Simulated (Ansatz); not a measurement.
Input for Ansatz (development build ahead of 0.2.0):

```yaml
crystal:
  periodic: [false, false, false]
  atoms:
    - { symbol: Si, position_ang: [0.0, 0.0, 0.0] }
    - { symbol: Be, position_ang: [0.0, 4.9991, 0.0] }
    - { symbol: Be, position_ang: [0.0, -4.9991, 0.0] }
basis:
  gaussian: { orbitals: pcseg-2 }
hamiltonian:
  xc: r2scan
```

The input is written out in the form of the current development build from the run's settings.

Results

* Converged: yes
* Total energy: -318.58633 hartree
* Spin squared of the determinant: 0.000
* Stability test: minimum among restricted orbitals

Caution: charge can spread falsely over distant fragments; an unrestricted determinant lies well below.
